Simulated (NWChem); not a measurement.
System: SnI3, doublet; SMILES [I][Sn]([I])[I]

In the optimisation the excess spin sits in a (C3, its own frame). No frequency run checked for a minimum. This spin state was assumed; another may lie lower. def2 effective core potentials on Sn, I; no spin-orbit coupling.

Q: Give the equilibrium geometry at PBE0/def2-SVP with def2 effective core potentials on Sn, I, spin-unrestricted (NWChem) as a Z-matrix, with the point group.

A: point group C3v; any orientation.
```
Sn
I 1 2.7277
I 1 2.7277 2 109.23
I 1 2.7277 2 109.23 3 -119.42
```
